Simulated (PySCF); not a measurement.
A TDDFT job was run through a driver script with this input:

```
{"job": {"kind": "uv", "xc": "PBE0", "basis": "def2-SVPD", "nstates": 8, "ntriplets": 3}, "charge": 0, "multiplicity": 1}
Si     2.284121    -0.663771    -0.257677
C      0.412408    -0.343511    -0.461106
C      0.194604     1.098439    -0.872062
Se    -1.708678     1.566047    -1.277192
Si    -2.551226     0.471289     0.548491
Si    -0.658202    -0.769265     1.068481
H      2.475943    -2.072542     0.080594
H      2.969724    -0.345951    -1.511818
H      2.799453     0.195511     0.808441
H      0.066599    -0.983942    -1.281528
H      0.726704     1.348616    -1.791998
H      0.514772     1.792680    -0.091735
H     -3.745015    -0.227925     0.075395
H     -2.989984     1.477476     1.519541
H     -0.822081    -2.221630     1.146833
H      0.023259    -0.312580     2.285928
```

Method used: TDDFT PBE0/def2-SVPD, vertical, gas phase, core orbitals frozen in the response (PySCF 2.14.0, density-fitted response routines). Job line and output are in the format of a driver script around the code.

Problem. What does the script print for it, SCF cycles aside?

Solution. 
```
converged SCF energy = -3350.9189499587

Static polarisability (au): isotropic 134.822, principal 104.585 136.701 163.179

Singlet excitations
state   eV       nm        f      main configurations
  1   4.3499    285.0   0.00460   H->L 0.96
  2   4.9725    249.3   0.00932   H->L+1 0.94
  3   5.3253    232.8   0.00993   H->L+2 0.95
  4   5.8324    212.6   0.00336   H->L+3 0.93
  5   5.9242    209.3   0.00939   H->L+4 0.87
  6   6.1177    202.7   0.06116   H-1->L 0.73, H-2->L 0.19
  7   6.2821    197.4   0.05054   H->L+5 0.35, H-2->L 0.32, H->L+6 0.19
  8   6.2884    197.2   0.02247   H-2->L 0.45, H->L+5 0.22, H->L+6 0.19

Triplet excitations (Tamm-Dancoff, eV): 4.0191 4.5747 5.0875
```

One conformer (not necessarily the lowest) at the GFN2-xTB geometry, without solvent, vibrations or thermal averaging. Relativistic effects, spin–orbit coupling among them, are left out although an element past zinc is present.

H and L stand for HOMO and LUMO.
